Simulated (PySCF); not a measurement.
Write Cartesian coordinates for `CB(C)C1=CC2(C=C1)CCC2` as optimised with PBE0-D3(BJ)/def2-SVP.

```
atom  x, y, z in Å
C1     2.5482    1.4434   -0.9044
B2     2.1800    0.1185   -0.1372
C3     3.3326   -0.8656    0.2973
C4     0.7021   -0.2462    0.1930
C5    -0.3943    0.4929   -0.1326
C6    -1.6499   -0.1617    0.3477
C7    -1.1391   -1.4023    1.0048
C8     0.2039   -1.4411    0.9120
C9    -2.7690   -0.2425   -0.7401
C10   -3.3665    1.0632   -0.1939
C11   -2.6065    0.8060    1.1162
H12    3.2852    1.2442   -1.7010
H13    3.0714    2.1074   -0.1906
H14    1.7076    2.0075   -1.3325
H15    3.2884   -1.7404   -0.3800
H16    4.3465   -0.4457    0.2204
H17    3.1875   -1.2730    1.3111
H18   -0.3876    1.4422   -0.6733
H19   -1.7883   -2.1416    1.4781
H20    0.8478   -2.2315    1.3033
H21   -2.4417   -0.2833   -1.7890
H22   -3.4230   -1.1039   -0.5391
H23   -2.9756    1.9437   -0.7259
H24   -4.4619    1.1486   -0.1460
H25   -3.2157    0.2358    1.8331
H26   -2.1422    1.6533    1.6411
```

Orientation and origin are arbitrary. Atoms count from 1 in this order. Of the pairs four or more bonds apart, H14···H18 is among the closest relative to their van der Waals radii: 2.27 Å, 95 % of the sum of Bondi's values. The 5-membered ring C4–C5–C6–C7–C8 has internal angles of 102.6° to 111.2°; it is planar, 0.00 Å rms from its mean plane, widest ring torsion 0°. The C–C distances run from 1.347 Å (C7=C8, drawn double) to 1.563 Å (C6–C9, drawn single), a spread of 0.216 Å. The 4-membered ring C6–C9–C10–C11 has internal angles of 86.3° to 89.3°; it is puckered, 0.13 Å rms from its mean plane, widest ring torsion 20°.

Bonds between heavy atoms (Å): C1–B2 1.575, B2–C3 1.577, B2–C4 1.558, C4=C5 1.362, C5–C6 1.495, C6–C7 1.494, C7=C8 1.347, C6–C9 1.563, C9–C10 1.536, C10–C11 1.536, C4–C8 1.481, C6–C11 1.563.

Computed, not measured: PBE0-D3(BJ)/def2-SVP geometry optimisation, gas phase in PySCF.

PBE0-D3(BJ)/def2-SVP frequencies: not computed here.
